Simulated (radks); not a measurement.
The numbers below are computed, except where a source is named.
Species: Rb II. Configuration: [Kr].

Code: a radial shooting solver on a logarithmic mesh with Libxc functionals. Model: Dirac Kohn-Sham, BLYP, spin-unpolarised, spherical densities, finite nucleus; Fermi nuclear charge, rms radius 4.2036 fm.

Energy parts (eV):
total: -81137.210
kinetic: 83451.039
electron-nucleus: -195687.372
Hartree: 33851.850
exchange-correlation: -2752.727

Orbitals (lengths in bohr, moments of r in powers of bohr; <r^-3> diverges for s and p1/2; r(max) is where P^2 peaks):
orbital  occ.  eigenvalue (eV)     <r^2>   r(max)       <r^4>  <r^-3>
1s1/2       2        -15036.75  0.002187  0.02628  0.00001234       -
2s1/2       2        -2013.221   0.03723   0.1497    0.002398       -
2p1/2       2        -1826.817   0.02845   0.1173    0.001631       -
2p3/2       4        -1765.990   0.02987   0.1207    0.001781    1566
3s1/2       2        -303.2753    0.2997   0.4510      0.1417       -
3p1/2       2        -236.5186    0.3064   0.4405      0.1573       -
3p3/2       4        -227.3778    0.3189   0.4493      0.1703   237.8
3d3/2       4        -110.4989    0.3358   0.3912      0.2350   31.74
3d5/2       6        -108.9475    0.3405   0.3939      0.2417   30.58
4s1/2       2         -37.4720     2.405    1.258       9.133       -
4p1/2       2         -22.0782     3.325    1.404       18.76       -
4p3/2       4         -21.1829     3.478    1.433       20.56   23.31

The highest occupied level is 4p3/2 at -21.183 eV. The density falls to 0.001 e/bohr^3 at r = 3.65 bohr. Summed over all electrons, <r^2> = 31.50 bohr^2, which gives a Langevin (diamagnetic) susceptibility term of -25 x 10^-6 cm^3/mol. For comparison, the ionisation energy in NIST's Atomic Spectra Database is 27.290 eV (measured). In exact Kohn-Sham theory the highest level is minus the ionisation energy, but local and semilocal functionals leave it too shallow, through self-interaction and a potential that decays too fast; potentials with the right tail come closer. The electron density at the nucleus is 5.496e+04 e/bohr^3.
